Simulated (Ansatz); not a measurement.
Frontier orbitals of BClH$_{5}$NSi (`NB[SiH2]Cl`).

```tsv
atom	x (Å)	y (Å)	z (Å)
N1	1.432	-0.699	0.473
B2	0.191	-0.786	-0.133
Si3	-0.946	0.861	-0.358
Cl4	-2.740	0.583	0.644
H5	2.031	-1.496	0.614
H6	1.822	0.159	0.828
H7	-0.183	-1.860	-0.510
H8	-1.287	1.152	-1.776
H9	-0.320	2.085	0.218
```

Total charge 0; spin multiplicity 1. All single points use the PBE0-D4/def2-TZVP geometry. It is one conformer, not always the lowest. Basis def2-TZVPP, the Gaussian-basis code of Ansatz.

| functional | HOMO (eV) | LUMO (eV) | gap (eV) |
| --- | --- | --- | --- |
| LDA (SPW92) | -6.65 | -2.19 | 4.46 |
| PBE | -6.57 | -1.95 | 4.62 |
| PBE0 | -7.84 | -1.03 | 6.81 |
| r2SCANh | -7.32 | -1.37 | 5.95 |
| ωB97M-V | -9.98 | 0.90 | 10.88 |

Against PBE, PBE0 changes HOMO and LUMO by −1.26 and +0.91 eV, ωB97M-V by −3.41 and +2.85 eV. A gap of 4.63 eV thus becomes 10.88 eV for the same molecule, so an orbital gap means little without its functional. A positive LUMO is unbound and depends on the basis.
